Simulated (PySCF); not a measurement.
**GeBr⁺: frontier orbitals**

PBE0 at R = 2.211 Å; basis Ge def2-TZVPPD, Br def2-TZVPPD; no relativity; PySCF 2.14. State: triplet, unpaired electrons π ↑↑, a mixture of terms (⟨Lz²⟩ = 2.0), a second solution, started from another occupation. Only the outer orbitals are listed, counted within each symmetry.

```csv
spin,orbital,occ.,ε (eV),on Ge (%),main shells (%)
α,13σ,1,-30.93,1,97 Br s
α,14σ,1,-21.15,55,"52 Ge s, 38 Br p"
α,7π,1,-18.57,5,94 Br p
α,7π,1,-17.21,6,94 Br p
α,15σ,1,-15.77,63,"48 Ge s, 39 Br p, 13 Ge p"
α,8π,1,-11.26,94,95 Ge p
α,8π,0,-8.88,92,93 Ge p
α,16σ,0,-6.07,72,"66 Ge p, 14 Br p, 8 Br d"
α,17σ,0,-4.35,45,"40 Ge s, 39 Br s, 16 Br d"
β,13σ,1,-29.53,3,95 Br s
β,14σ,1,-20.24,49,"46 Ge s, 44 Br p"
β,7π,1,-16.77,6,94 Br p
β,15σ,1,-15.09,67,"52 Ge s, 34 Br p, 15 Ge p"
β,7π,0,-13.71,7,93 Br p
β,8π,0,-8.51,91,92 Ge p
β,8π,0,-7.53,88,88 Ge p
```

Which are the highest filled and the lowest empty level, where do they sit, and how wide is the gap?

Highest filled α 8π at -11.26 eV (in %: 95 Ge p); lowest empty β 7π at -13.71 eV (in %: 93 Br p); the gap at PBE0 is -2.45 eV.

```
bond order (Mayer)                                                                                                 : 0.66
⟨S²⟩                                                                                                               : 2.008
charge on Ge (Mulliken, basis-dependent)                                                                           : 0.51
charge on Ge (Löwdin, basis-dependent)                                                                             : 0.46
dipole moment (positive dipole points towards Br; it is taken about the centre of mass and depends on that origin) : 0.39 D
```

Spin–orbit coupling is left out. Counting both spins, an empty level lies below a filled one in this solution, because spin and occupation are held.
